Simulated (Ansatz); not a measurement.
Born–Oppenheimer molecular dynamics of F6W (7 atoms, charge 0, multiplicity 1). It goes on from the last frame of an earlier run, with new velocities.

The calculation used RKS B3LYP/def2-SVP (Ansatz).

- ensemble: NVT, Nosé–Hoover chain
- time step: 1 fs
- steps asked: 150
- set temperature: 300 K
- thermostat: time constant 100 fs, chain length 1
- seed: 399011

First frame:

```xyz
7
Properties=species:S:1:pos:R:3
W 0.007 -0.187 0.223
F 0.365 -0.245 2.039
F 1.513 0.832 -0.248
F -0.846 1.403 0.331
F -1.708 -0.932 0.577
F 0.922 -1.758 -0.010
F -0.518 -0.255 -1.575
```

Question: How far do the bonds stretch over the last three quarters of this one trajectory? (Pairs bonded in most of those frames.)

Answer: 
| bond | mean (Å) | spread (Å) | shortest | longest |
| --- | --- | --- | --- | --- |
| W1–F2 | 1.852 | 0.009 | 1.83 | 1.87 |
| W1–F3 | 1.852 | 0.014 | 1.83 | 1.88 |
| W1–F4 | 1.852 | 0.040 | 1.79 | 1.92 |
| W1–F5 | 1.860 | 0.034 | 1.81 | 1.91 |
| W1–F6 | 1.850 | 0.019 | 1.82 | 1.88 |
| W1–F7 | 1.857 | 0.033 | 1.80 | 1.90 |

Mean temperature of the second half: 312 K. The conserved energy stayed within 0.043 meV per atom of its start (net change -0.027 meV per atom), so the integration is sound. A run of 0.15 ps of so small a system gives no equilibrium averages.

The run took 10 min on 2 threads of Arm Neoverse V1, with other jobs on the host, peak memory 0.28 GiB.
